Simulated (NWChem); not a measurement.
System: BeHOI; SMILES [OH][Be][I]

Parts of the log:

```
             Northwest Computational Chemistry Package (NWChem) 7.3.0
             --------------------------------------------------------

                             Geometry "geometry" -> ""
                             -------------------------

 Output coordinates in angstroms (scale by  1.889725989 to convert to a.u.)

  No.       Tag          Charge          X              Y              Z
 ---- ---------------- ---------- -------------- -------------- --------------
    1 Be                   4.0000    -0.00519600     1.55264900     0.00000000
    2 I                   53.0000    -0.00209800    -0.62462900     0.00000000
    3 O                    8.0000    -0.00058800     2.93938700     0.00000000
    4 H                    1.0000     0.01360000     3.88710300     0.00000000

 Effective nuclear repulsion energy (a.u.)     138.2806780370

                                 NWChem DFT Module
                                 -----------------

 Summary of "ao basis" -> "ao basis" (spherical)
 ------------------------------------------------------------------------------
       Tag                 Description            Shells   Functions and Types
 ---------------- ------------------------------  ------  ---------------------
 Be                        def2-svpd                 6       12   3s3p
 I                         def2-svpd                13       35   5s5p3d
 O                         def2-svpd                 9       23   4s3p2d
 H                         def2-svpd                 4        8   2s2p

            General Information
            -------------------
          SCF calculation type: DFT
          Wavefunction type:  closed shell.
          No. of atoms     :     4
          No. of electrons :    38
           Alpha electrons :    19
            Beta electrons :    19
          Charge           :     0
          Spin multiplicity:     1
          Use of symmetry is: off; symmetry adaption is: off
          Maximum number of iterations: 150
          AO basis - number of functions:    78
                     number of shells:    32
          Convergence on energy requested:  1.00D-06
          Convergence on density requested:  1.00D-05
          Convergence on gradient requested:  5.00D-04

              XC Information
              --------------
                     Hartree-Fock (Exact) Exchange  1.000
                   CAM-Becke88 Exchange Functional  1.000
                      VWN V Correlation Functional  0.190 local
              Lee-Yang-Parr Correlation Functional  0.810

[...]

                                NWChem TDDFT Module
                                -------------------

            General Information
            -------------------
           No. of orbitals :     156
            Alpha orbitals :      78
             Beta orbitals :      78
        Alpha frozen cores :       0
         Beta frozen cores :       0
     Alpha frozen virtuals :       0
      Beta frozen virtuals :       0
         Spin multiplicity :       1
    Number of AO functions :      78
        Use of symmetry is : off
      Symmetry adaption is : off
         Schwarz screening :  0.10D-07

              XC Information
              --------------
              Hartree-Fock (Exact) Exchange   1.00
            CAM-Becke88 Exchange Functional   1.00
               VWN V Correlation Functional   0.19 local
       Lee-Yang-Parr Correlation Functional   0.81
           Alpha           :  0.19
           Beta            :  0.46
           Gamma           :  0.33

             TDDFT Information
             -----------------
          Calculation type : Tamm-Dancoff TDDFT
         Wavefunction type : Restricted singlets
          No. of electrons :      38
           Alpha electrons :      19
            Beta electrons :      19
              No. of roots :       6
          Max subspacesize :    5200
            Max iterations :     100
               Target root :       1
           Target symmetry : none
      Symmetry restriction : off
                 Algorithm : Optimal
        Davidson threshold :  0.10D-03

    6 smallest eigenvalue differences (eV)
--------------------------------------------------------
  No. Spin  Occ  Vir  Irrep   E(Occ)    E(Vir)   E(Diff)
--------------------------------------------------------
    1    1   19   20 a        -0.329     0.005     9.104
    2    1   18   20 a        -0.329     0.005     9.104
    3    1   19   21 a        -0.329     0.030     9.787
    4    1   18   21 a        -0.329     0.030     9.787
    5    1   19   22 a        -0.329     0.039    10.025
    6    1   18   22 a        -0.329     0.039    10.025
--------------------------------------------------------

  Entering Davidson iterations
  Restricted singlet excited states

  Iter   NTrls   NConv    DeltaV     DeltaE      Time
  ----  ------  ------  ---------  ---------  ---------
    1      6       0     0.77E-01   0.10+100        6.8
    2     12       0     0.51E-01   0.15E-01        6.9
    3     18       0     0.42E-01   0.12E-01        6.6
    4     24       0     0.20E-01   0.22E-02        6.6
    5     30       0     0.12E+00   0.74E-02        6.9
    6     36       0     0.22E-01   0.18E-01        7.4
    7     42       2     0.61E-02   0.38E-03        8.1
    8     46       2     0.18E-01   0.58E-03        7.3
    9     50       2     0.12E-01   0.66E-03        6.6
   10     54       4     0.57E-02   0.15E-03        6.4
   11     56       5     0.18E-02   0.36E-04        6.2
   12     57       5     0.49E-03   0.39E-05        5.3
   13     58       5     0.18E-03   0.26E-06        5.1
   14     59       5     0.11E-03   0.44E-07        5.2
   15     60       6     0.84E-04   0.67E-08        5.5
  ----  ------  ------  ---------  ---------  ---------
  Convergence criterion met

  Ground state a        -388.294947662612 a.u.

[...]
```

Level: CAM-B3LYP/def2-SVPD with def2 effective core potentials on I, TDA. All runs use the structure optimised with PBE0/def2-SVP. No frequency run checked for a minimum. def2 effective core potentials on I; no spin-orbit coupling.

Write an input that gives this output.

One answer among several that fit: the input that was run:
```
start job
memory heap 200 mb stack 900 mb global 1100 mb
geometry units angstroms noautosym nocenter noautoz
  Be    -0.005196     1.552649     0.000000
  I     -0.002098    -0.624629     0.000000
  O     -0.000588     2.939387     0.000000
  H      0.013600     3.887103     0.000000
end
basis spherical
  * library def2-svpd
end
ecp
  I library def2-ecp
end
dft
  xc xcamb88 1.00 lyp 0.81 vwn_5 0.19 hfexch 1.00
  cam 0.33 cam_alpha 0.19 cam_beta 0.46
  iterations 150
end
tddft
  cis
  nroots 6
  notriplet
end
task tddft energy
```
